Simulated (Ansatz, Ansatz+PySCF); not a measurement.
```xyz
2

Li    0.0000    0.0000   -1.7234
F     0.0000    0.0000    0.5745
```

Basis set: cc-pVDZ (spherical functions). Frozen core: 1 orbital. Charge 0, multiplicity 1.

Computed with Ansatz (development build ahead of 0.2.0); each method stands on the lowest determinant of its kind that the runs found. Restricted open shells among the atoms or ions are ROHF, correlated in semicanonical orbitals with singles. Restricted functionals stand beside restricted open-shell atoms, which can lie above the unrestricted atoms usual in DFT and then raise those values.

The atomization energy at this shape (free ground-state atoms in the same class of orbitals less the molecule, no zero-point energy) of singlet LiF:

```tsv
method	atomization energy
ωB97X (restricted)	97.14 kcal/mol
ωB97X (unrestricted)	96.22 kcal/mol
r²SCAN (restricted)	95.87 kcal/mol
r²SCAN (unrestricted)	94.54 kcal/mol
PBE (unrestricted)	99.53 kcal/mol
PBE (restricted)	100.24 kcal/mol
PBE0 (restricted)	89.88 kcal/mol
PBE0 (unrestricted)	88.93 kcal/mol
RHF-CCSD(T)	84.64 kcal/mol
RHF-MP2	89.90 kcal/mol
RHF	48.46 kcal/mol
RHF-CCSD	83.07 kcal/mol
```

Q: What does UHF give?

A: 46.34 kcal/mol. Caution for RHF-CCSD(T), RHF-MP2, RHF-CCSD: bonds are stretched, where a single reference can fail.
